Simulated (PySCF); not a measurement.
# Trend along group 13: MSi molecules

HF with triple-zeta basis sets in PySCF, for the lowest determinant that a PBE0 search found; no spin–orbit coupling. De refers to high-spin ground-configuration atoms. A positive dipole means M(−)Si(+).

```json
{"M": "B", "basis": "def2-TZVPP", "reference": "UHF", "state (unpaired electrons)": "quartet (σ ↑, π ↑↑)", "Re (Å)": "1.864", "ωe (cm⁻¹)": "866", "De (eV)": "2.40", "μ (D)": "0.06"}
{"M": "Al", "basis": "def2-TZVPP", "reference": "UHF", "state (unpaired electrons)": "quartet (σ ↑, π ↑↑)", "Re (Å)": "2.475", "ωe (cm⁻¹)": "346", "De (eV)": "1.68", "μ (D)": "-1.79"}
{"M": "Ga", "basis": "def2-TZVPP", "reference": "UHF", "state (unpaired electrons)": "quartet (σ ↑, π ↑↑)", "Re (Å)": "2.495", "ωe (cm⁻¹)": "275", "De (eV)": "1.57", "μ (D)": "-2.05"}
{"M": "In", "basis": "x2c-TZVPPall", "reference": "UHF", "state (unpaired electrons)": "quartet (σ ↑, π ↑↑)", "Re (Å)": "2.690", "ωe (cm⁻¹)": "242", "De (eV)": "1.46", "μ (D)": "-2.79"}
{"M": "Tl", "basis": "def2-TZVPP", "reference": "UHF", "state (unpaired electrons)": "quartet (σ ↑, π ↑↑)", "Re (Å)": "2.752", "ωe (cm⁻¹)": "215", "De (eV)": "1.37", "μ (D)": "-3.54"}
```

The shortest bond is that of SiB (1.864 Å), the longest that of TlSi (2.752 Å).

The rows differ in basis set, which adds steps of its own.

Down a group the atoms grow and get heavier, so bonds lengthen and wavenumbers fall; this series shows no clear exception.

These are scalar-relativistic numbers at best; spin–orbit coupling would shift them, the dissociation energy most. Hartree–Fock leaves out correlation, which carries a large part of most bond energies and some tenths to 1 eV of ionisation energies. States were picked by a PBE0 search and need not be the measured ground states.
